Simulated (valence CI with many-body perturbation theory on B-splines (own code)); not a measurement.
The numbers below are computed, except where a source is named.
Sm XLII: input, log and results

Method: configuration interaction combined with many-body perturbation theory (CI+MBPT): three valence electrons over a frozen Dirac-Fock core [Ar], radial functions for each j: 6 s, 6 p, 5 d, 5 f, 1 g, with the one-electron correlation potential Σ1 (screened to all orders), the two-electron term Σ2, the three-electron term Σ3, Breit; selected single and double excitations, second order for the rest, scaled by the run's own slope (own B-spline code, finite nucleus).

Command, and the settings that its task file holds:

```sh
python run_cv.py task.json out
```

```
atom Sm  Z=62  mass_number=152  rms_radius_fm=5.0819
core [Ar]
valence 3d3
avg = 1
basis = S
breit = 1
cap = 10000
capref = 1200
cscale = 1
de = 0.0
dress = 0
eps = 2e-08
extrap = 1
h = 0.27
hh = 1
l2 = 3
lcore = 6
maxit = 60
n2 = 5
natural = 1
nlev = 20
nno = [3, 3, 3, 3, 1]
nroot = 26
nsp = [3, 3, 2, 2, 0]
pt2 = 1
qed = 0
rpa = 1
s1 = 1
s2 = 0.5
s3 = 1
screen = 1
tol = 2e-05
whole = 1
```

It took 17 s on 1 thread of Arm Neoverse V1 (shared host).

Log. The first blocks belong to the next ion, which gives the ionisation energy. Fields: 2J, parity (1 odd), roots, reference size, generating configurations, candidates as configurations/state functions, variational space P, stored matrix elements, Davidson steps; e2 is the range of second-order energies in hartree. The first line gives the box (bohr), its intervals, the orbitals and the steps of their self-consistent field. Window is the range of levels sought, series limit the energy at which the first omitted orbital would enter, core excitation an estimate of the first excitation out of the core, left out the lowest levels not solved, and shifts from estimates the range by which levels moved from their first estimate, all in cm⁻¹.

```
rmax 2.7 intervals 57 orbitals 40 references ['3d3', '3d2 4s', '3d2 4p'] scf 3 t 0.8
2J=4 par=0 roots 2 ref 42 generators 3 cand 287/287 P 329/329 nnz 0 it 0
2J=4 par=0 roots 2 ref 42 generators 3 cand 6/6 P 335/335 nnz 0 it 0
   second order: generators 4 cand 0/0 e2 -0.00000 -0.00000
2J=0 par=0 roots 2 ref 17 generators 2 cand 106/106 P 123/123 nnz 0 it 0
2J=0 par=0 roots 2 ref 17 generators 2 cand 2/2 P 125/125 nnz 0 it 0
   second order: generators 2 cand 0/0 e2 -0.00000 -0.00000
2J=6 par=0 roots 2 ref 32 generators 2 cand 241/241 P 273/273 nnz 0 it 0
2J=6 par=0 roots 2 ref 32 generators 4 cand 3/3 P 276/276 nnz 0 it 0
   second order: generators 9 cand 6/6 e2 -0.00000 -0.00000
reference levels 431, estimated 19, window 912727 1/cm; series limit 16919695, core excitation 1837491
2J=3 par=0 roots 5 ref 31 generators 4 cand 88/196 P 763/1849 nnz 0 it 3
2J=3 par=0 roots 5 ref 31 generators 4 cand 44/94 P 807/1943 nnz 0 it 4
   second order: generators 6 cand 747/1772 e2 -0.00000 -0.00000
2J=5 par=0 roots 5 ref 33 generators 3 cand 109/271 P 759/2126 nnz 0 it 3
2J=5 par=0 roots 5 ref 33 generators 3 cand 46/107 P 805/2233 nnz 0 it 3
   second order: generators 5 cand 761/2094 e2 -0.00000 -0.00000
2J=7 par=0 roots 3 ref 25 generators 2 cand 113/271 P 703/1939 nnz 0 it 3
2J=7 par=0 roots 3 ref 25 generators 2 cand 42/93 P 745/2032 nnz 0 it 3
   second order: generators 2 cand 23/49 e2 -0.00000 -0.00000
2J=9 par=0 roots 3 ref 18 generators 3 cand 79/174 P 618/1508 nnz 0 it 4
2J=9 par=0 roots 3 ref 18 generators 3 cand 39/73 P 657/1581 nnz 0 it 3
   second order: generators 3 cand 8/34 e2 -0.00000 -0.00000
2J=1 par=0 roots 2 ref 19 generators 2 cand 82/127 P 678/1073 nnz 0 it 0
2J=1 par=0 roots 2 ref 19 generators 2 cand 21/33 P 699/1106 nnz 0 it 0
   second order: generators 2 cand 21/21 e2 -0.00000 -0.00000
2J=11 par=0 roots 1 ref 6 generators 1 cand 30/66 P 437/945 nnz 0 it 0
2J=11 par=0 roots 1 ref 6 generators 1 cand 18/31 P 455/976 nnz 0 it 0
   second order: generators 1 cand 47/67 e2 -0.00000 -0.00000
left out: unestimated 10174527, estimated none, shifts from estimates -0 to 1
operators 1.2
```

The Davidson iterations converged.

No measured spectrum was set against this ion. As an estimate, large intervals hold to a few tenths of a per cent, small ones and those within an open d or f shell to about a per cent. Only levels of the ground parity were solved; by the run's estimate the other parity begins above the list, which can be wrong where configurations are misplaced.

| Quantity | Value |
| --- | --- |
| Valence energy | -358.3327 hartree |
| Ionisation energy | 3134.3 eV (NIST: 3137 ± 4 eV (theoretical)) |
| Reference configurations for the orbitals | 3d3, 3d2 4s, 3d2 4p |
| Radial orbitals | 40 |
| Box radius | 2.729 bohr |
| Largest variational space | 2233 |
| Lowest levels | (3d3/2^3) J=3/2 0.000, (3d3/2^2 3d5/2) J=5/2 [a] 24.843, (3d3/2^2 3d5/2) J=3/2 30.752, (3d3/2^2 3d5/2) J=7/2 32.421, (3d3/2^2 3d5/2) J=9/2 33.347, (3d3/2^2 3d5/2) J=1/2 34.813, (3d3/2^2 3d5/2) J=5/2 [b] 50.832, (3d3/2 3d5/2^2) J=7/2 [a] 57.458, (3d3/2 3d5/2^2) J=9/2 60.480, (3d3/2 3d5/2^2) J=3/2 [a] 64.907, (3d3/2 3d5/2^2) J=1/2 67.238, (3d3/2 3d5/2^2) J=11/2 68.535, (3d3/2 3d5/2^2) J=5/2 [a] 70.364, (3d3/2 3d5/2^2) J=5/2 [b] 74.770 eV |

Levels are named by their leading jj configuration (3d3/2^4 stands for four electrons in 3d with j = 3/2), which in mixed levels can hold well under half, so a name can repeat and another be missing. Letters in brackets count levels of one name in rising energy.
